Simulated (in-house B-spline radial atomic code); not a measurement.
RPA and G0W0 for Fe IX (Fe8+), [Ne] 3s2 3p6, as one setting changes: the highest l of the empty states. Start: Hartree-Fock. A dash marks a level of low quasi-particle weight. Computed with a B-spline radial code for spherical atoms: all electrons, scalar-relativistic (spin-free one-electron X2C), finite nucleus, each spin shell either full or empty, empty states to the listed l with an (l + 1/2)⁻⁴ tail; G0W0 by contour deformation at full frequency.

```tsv
highest l of the empty states	RPA summed (Eh)	RPA extrapolated (Eh)	G0W0 level (eV)
3	-0.9991	-1.1398	3p -234.62
4	-1.0817	-1.1703	3p -234.98
5	?	?	?
6	-1.13	-1.1566	3p -234.93
7	?	?	?
8	-1.143	-1.1543	3p -234.92
9	-1.1459	-1.1539	3p -234.92
10	-1.1478	-1.1536	3p -234.92
11	-1.1491	-1.1534	3p -234.92
```

(1) What belongs in the row for 7?

(2) What belongs in the row for 5?

## Answers

(1) RPA summed (Eh): -1.1382; RPA extrapolated (Eh): -1.1551; G0W0 level (eV): 3p -234.93.

(2) RPA summed (Eh): -1.1145; RPA extrapolated (Eh): -1.1601; G0W0 level (eV): 3p -234.94.
